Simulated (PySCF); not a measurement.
**Which determinant of AuBr lies lowest?**

Unrestricted PBE0; Au def2-TZVPP with ECP60, Br def2-TZVPP; scalar-relativistic core potentials (PySCF 2.14). Outer shells of the fragments: Au 5d10 6s1; Br 3d10 4s2 4p5.

Followed along the bond (rough minima from three points):

| 2Ms+1 | unpaired | ⟨S²⟩ at the start | R at minimum (Å) | Te (eV) |
| --- | --- | --- | --- | --- |
| 1 | none | 0.00 | 2.36 | 0.00 |
| 3 | σ ↑, π ↑ | 2.01 | none in the scan | ≤ 2.14 |

Solutions found at the starting distance of 2.340 Å, counted from the lowest of them; the search is not exhaustive and high or unbound solutions are not listed, so other states can lie among these:

```csv
2Ms+1,unpaired,term,E (eV),⟨S²⟩,⟨Lz²⟩,μ (D)
1,none,¹Σ⁺,0.00,0.00,0.00,-3.54
3,"σ ↑, π ↑",³Π,2.18,2.01,1.01,0.76
1,"σ ↑, π ↓",mixed,2.38,1.01,1.01,0.97
3,σ ↑↑,³Σ⁺,2.46,2.00,0.00,-1.37
3,"σ ↑, δ ↑",³Δ,3.66,2.00,4.00,-2.26
1,"σ ↑, δ ↓",mixed,3.76,1.01,4.00,-2.04
3,π ↑↑,³Σ⁻,5.78,2.01,0.00,3.32
3,π ↑↑,mixed,6.29,2.01,2.01,1.82
3,π ↑↑,mixed,6.43,2.01,2.01,1.94
3,"π ↑, δ ↑",mixed,6.49,2.01,5.01,2.23
5,"σ ↑↑, π ↑↑",mixed,8.73,6.01,2.05,4.08
5,"σ ↑↑, π ↑↑",mixed,8.82,6.01,2.25,4.08
5,"σ ↑, π ↑↑↑",⁵Π,9.10,6.01,1.03,4.73
```

A term symbol is given only where ⟨S²⟩ and ⟨Lz²⟩ are close to those of a pure state; real π, δ and φ orbitals otherwise mix terms. A positive dipole means Au(−)Br(+).

Spin–orbit coupling is left out. Counting both spins, an empty level lies below a filled one in some of these solutions, because spin and occupation are held.
